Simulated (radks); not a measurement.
Results of a calculation; reference values are marked as such.
Species: the niobium ion Nb26+. Configuration: [Ne] 3s1 3p4 (not the ground configuration).

Code: a radial shooting solver on a logarithmic mesh with Libxc functionals. Model: scalar-relativistic Kohn-Sham, PBE, spin-polarised, spherical densities, point nucleus; open shells are filled with parallel spins first (spin-orbit coupling, left out, can overturn this in heavy ions).

Energy parts (hartree):
part                       energy
total                 -3353.76140
kinetic                3465.96720
electron-nucleus      -7329.96512
Hartree                 589.89623
exchange-correlation    -79.65971

Orbitals (lengths in bohr, moments of r in powers of bohr):
| orbital | occ. | eigenvalue (hartree) | <r^2> | <r^4> | <1/r> |
|---|---|---|---|---|---|
| 1s up | 1 | -736.7560 | 0.001757 | 7.980e-06 | 42.40 |
| 1s down | 1 | -736.5789 | 0.001757 | 7.978e-06 | 42.40 |
| 2s up | 1 | -140.7148 | 0.02868 | 0.001398 | 9.641 |
| 2s down | 1 | -140.5706 | 0.02863 | 0.001391 | 9.643 |
| 2p up | 3 | -130.7491 | 0.02247 | 0.0009888 | 9.367 |
| 2p down | 3 | -130.5678 | 0.02244 | 0.0009846 | 9.366 |
| 3s up | 1 | -52.45902 | 0.1713 | 0.04292 | 3.796 |
| 3s down | 0 | -51.79413 | 0.1724 | 0.04355 | 3.786 |
| 3p up | 3 | -49.25378 | 0.1645 | 0.04100 | 3.675 |
| 3p down | 1 | -48.60165 | 0.1654 | 0.04160 | 3.671 |

The highest occupied level is 3p down at -1322.5 eV. The configuration is held as typed, so some empty levels lie below it. The density falls to 0.001 e/bohr^3 at r = 1.04 bohr.
